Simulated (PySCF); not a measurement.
Compound: BH2Br.
InChI=1S/BBrH2/c1-2/h1H2

The calculation used PBE0-D3(BJ)/def2-SVP geometry optimisation, gas phase (PySCF 2.14.0).

Take the most abundant isotopes and a rigid rotor. 

**Question.** Give the principal moments of inertia and the rotational constants in cm⁻¹.

**Answer.** Ia = 2.27, Ib = 44.29, Ic = 46.57 u·Å²; 505379 MHz·u·Å²/I gives 222415, 11410 and 10853 MHz, that is A = 7.41897, B = 0.38058, C = 0.36201 cm⁻¹.

**Question.** Classify the top.

**Answer.** A near-prolate asymmetric top: κ = (2 × 11410 − 222415 − 10853)/(222415 − 10853) = -0.99.

**Question.** Is it planar, by Δ = Ic − Ia − Ib?

**Answer.** Planar: Δ = Ic − Ia − Ib = 0.00 u·Å². For a rigid frame Δ = −2 Σ m c², so it vanishes when all atoms lie in the ab plane; here none is more than 0.01 Å from it.

**Question.** Give the coordinates in the principal-axis frame, origin at the centre of mass.

**Answer.** The sense of each axis is arbitrary; atoms in the order of the calculation.
| atom | mass (u) | a (Å) | b (Å) | c (Å) |
| --- | --- | --- | --- | --- |
| B1 | 11.009 | 1.611 | 0.000 | 0.000 |
| H2 | 1.008 | 2.174 | 1.062 | 0.000 |
| H3 | 1.008 | 2.176 | -1.061 | 0.000 |
| Br4 | 78.918 | -0.280 | 0.000 | 0.000 |

**Question.** Where do the levels up to J = 2 lie, in cm⁻¹?

**Answer.** Above 0(0,0):
J = 1: 1(0,1) 0.7426, 1(1,1) 7.7810, 1(1,0) 7.7996
J = 2: 2(0,2) 2.2277, 2(1,2) 9.2476, 2(1,1) 9.3033, 2(2,1) 30.4185, 2(2,0) 30.4185

**Question.** Predict some low-J microwave lines.

**Answer.** The dipole components are |μa| = 0.43 D, |μb| = 0.00 D, |μc| = 0.00 D; the symmetry axis of this C2v structure is a, so μb and μc vanish by symmetry and there are no b-type or c-type lines. Some lines, for components of 0.1 D or more:

```tsv
type	branch	J(Ka,Kc)	MHz	lower level (cm⁻¹)
a	Q	1(1,0) ← 1(1,1)	557	7.781
a	Q	2(1,1) ← 2(1,2)	1670	9.248
a	Q	3(1,2) ← 3(1,3)	3340	11.447
a	R	1(0,1) ← 0(0,0)	22262	0.000
a	R	2(1,2) ← 1(1,1)	43968	7.781
a	R	2(0,2) ← 1(0,1)	44524	0.743
a	R	2(1,1) ← 1(1,0)	45081	7.800
a	R	3(1,3) ← 2(1,2)	65951	9.248
a	R	3(0,3) ← 2(0,2)	66783	2.228
a	R	3(2,2) ← 2(2,1)	66787	30.418
a	R	3(2,1) ← 2(2,0)	66791	30.419
a	R	3(1,2) ← 2(1,1)	67621	9.303
```

**Question.** Estimate the classical rotational partition function at 100 K, 298.15 K and 500 K.

**Answer.** Point group C2v, symmetry number σ = 2; q = (√π/σ)·√((kT/h)³/(ABC)), k/h = 20836.6 MHz/K: 508 at 100 K, 2610 at 298.15 K, 5680 at 500 K.

Whether it is a minimum is left open (no frequencies). Constants of a rigid frame at the computed geometry: no zero-point averaging, no centrifugal distortion. Quadrupole hyperfine structure (11B, 79Br) is left out.
